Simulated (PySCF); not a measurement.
Energy of Rh⁻ (rhodium, charge -1) between two integer charges

The 5s beta orbital of [Kr] 4d8 5s2 is emptied in steps (occupation f), with all orbitals relaxed, ending at [Kr] 4d8 5s1. Calculation: PySCF 2.14, in def2-TZVPPD with the def2 core potential (28 electrons) (6s4p3d2f1g, 56 functions); a scalar-relativistic core potential. The exact energy is a straight line in f; departures are measured from the line between the end points of the same method.

```json
{"f": "1", "r2SCAN0 (eV)": "0.000"}
{"f": "0.9", "r2SCAN0 (eV)": "-0.138"}
{"f": "0.7", "r2SCAN0 (eV)": "-0.319"}
{"f": "0.5", "r2SCAN0 (eV)": "-0.377"}
{"f": "0.3", "r2SCAN0 (eV)": "-0.315"}
{"f": "0.1", "r2SCAN0 (eV)": "-0.133"}
{"f": "0", "r2SCAN0 (eV)": "0.000"}
```

```
 method  E(f=0) − E(f=1) (eV)  −ε at f=1 (eV)  −ε at f=0.5 (eV)
r2SCAN0                 0.743          -0.796             0.756
```

Orbital energy along the path (eV):

| f | r2SCAN0 |
| --- | --- |
| 1 | 0.796 |
| 0.9 | 0.477 |
| 0.7 | -0.147 |
| 0.5 | -0.756 |
| 0.3 | -1.354 |
| 0.1 | -1.946 |
| 0 | -2.189 |

At f = 1 the orbital energy is positive for r2SCAN0: only the finite basis holds the electron.

Reference removal energy between the ground levels: 1.143 eV (measured; photodetachment measurements, as compiled on the Wikipedia data page of electron affinities). The calculation has no spin-orbit coupling.
